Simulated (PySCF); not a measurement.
Unknown compound

An unknown has the formula C13H12. Its calculated NMR data are:

1H NMR (600 MHz, computed): δ 7.47 (m, 2H), 7.42 (m, 2H), 7.41 (d, J = 8.8 Hz, 2H), 7.30 (m, 1H), 7.25 (d, J = 8.8 Hz, 2H), 2.40 (s, 3H).

13C{1H} NMR (computed): δ 145.6 (C), 142.9 (C), 139.9 (C), 132.6 (CH), 131.8 (CH), 130.3 (CH), 130.3 (CH), 130.0 (CH), 23.8 (CH3).

- GIAO PBE/pcSseg-1 shieldings
- geometry from PBE0-D3(BJ)/def2-SVP
- spin–spin couplings from B3LYP/pcJ-1 (without the spin–dipole term)
- program: PySCF 2.14
- isolated molecule, single conformer, no relativistic terms, equivalent nuclei averaged

Scale: 1H (σ = 31.20 ppm), 13C (σ = 180.03 ppm) against TMS (reference shieldings calculated alike).

**Question.** Choose the structure that fits.
A. C=CC1=C[C@@H]2C[C@H]1c1ccccc12
B. C=C(C)c1ccc2ccccc2c1
C. Cc1ccc2cccc3c2c1CC3
D. Cc1ccc(-c2ccccc2)cc1
E. Cc1cccc(-c2ccccc2)c1

**Answer.** D. 

1. The formula gives 8 degrees of unsaturation (2 rings in the answer).
2. 9 carbon signals for 13 carbons: some carbons are equivalent by symmetry or fast rotation.
3. Carbon types of the structure: 3 × C, 9 × CH, 1 × CH3, which accounts for all hydrogens.
4. δC 145.6, 142.9, 139.9: substituted aromatic carbon.
5. δC 132.6, 131.8, 130.3, 130.3, 130.0: aromatic CH; the aromatic region.
6. δC 23.8: methyl carbon on an aromatic ring; a saturated carbon with 1 carbon neighbour and no heteroatom attached.
7. δH 7.47, 7.42, 7.41, 7.30, 7.25: hydrogen on an aromatic CH; aromatic region.
8. δH 2.40: hydrogen on a methyl carbon on an aromatic ring; benzylic-type position, deshielded by the ring.
9. The protons at 7.25 and 7.41 share a coupling of 8.8 Hz (vicinal, an ortho-type coupling).

The others: Cc1ccc2cccc3c2c1CC3 would give 13 carbon signals, not 9; Cc1cccc(-c2ccccc2)c1 would give 11 carbon signals, not 9; C=CC1=C[C@@H]2C[C@H]1c1ccccc12 would give 13 carbon signals, not 9; C=C(C)c1ccc2ccccc2c1 would give 13 carbon signals, not 9.

Multiplet labels drop couplings under 1 Hz and merge nearly equal ones. Couplings among chemically equivalent protons are left out too, so labels in AA′BB′ or AA′XX′ sets are apparent multiplicities. Unscaled 3J(H,H) at this level run about 10 % above measured values. Shifts are as computed. Against solution values, carbons near 30 ppm lie about +2 ppm off and those near 130 ppm about +2 ppm (rms about the fit 1.8 ppm; single classes can miss by 10 ppm). Of 1328 compounds with measured shifts, 309 miss one by over three times the rms of a fit or turn the order of signals round; such compounds aren't used in these exercises. Signals without a measured value on file couldn't be tested in this way.
